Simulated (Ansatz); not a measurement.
`C/C=C(\F)[SiH3]` and `C/C=C(\F)[SeH]` differ in one atom or group.

Ansatz, PBE0-D4/def2-TZVP geometries, multiplicity 1. Each molecule was computed in one conformer, which needn't be the lowest.

Scalar relativity is left out up to krypton.

```tsv
property	`C/C=C(\F)[SiH3]`
HOMO energy (PBE0/def2-TZVPP) / eV	-7.35
LUMO energy (B3LYP/def2-TZVPP) / eV	-0.32
HOMO energy (PBE/def2-TZVPP) / eV	-6.16
LUMO energy (ωB97M-V/def2-TZVPP) / eV	1.98
HOMO–LUMO gap (B3LYP/def2-TZVPP) / eV	6.82
HOMO–LUMO gap (ωB97M-V/def2-TZVPP) / eV	11.55
```

(1) What does the change do to each property? (Best estimate.)

Answers

(1) Ansatz gave: 
```tsv
property	`C/C=C(\F)[SeH]`	shift
HOMO energy (PBE0/def2-TZVPP) / eV	-6.75	0.60
LUMO energy (B3LYP/def2-TZVPP) / eV	-0.47	-0.15
HOMO energy (PBE/def2-TZVPP) / eV	-5.61	0.55
LUMO energy (ωB97M-V/def2-TZVPP) / eV	1.78	-0.20
HOMO–LUMO gap (B3LYP/def2-TZVPP) / eV	6.07	-0.75
HOMO–LUMO gap (ωB97M-V/def2-TZVPP) / eV	10.69	-0.86
```

With PBE0 the HOMO rises by 0.60 eV and the LUMO falls by 0.12 eV, so the gap narrows by about 0.72 eV. PBE moves the HOMO by 0.55 eV and ωB97M-V by 0.64 eV.

B3LYP here is the variant with VWN-RPA as its local correlation; programs differ in this.

Spin–orbit coupling is left out; it splits and shifts lone-pair levels of the heavy atoms by tenths of an eV.
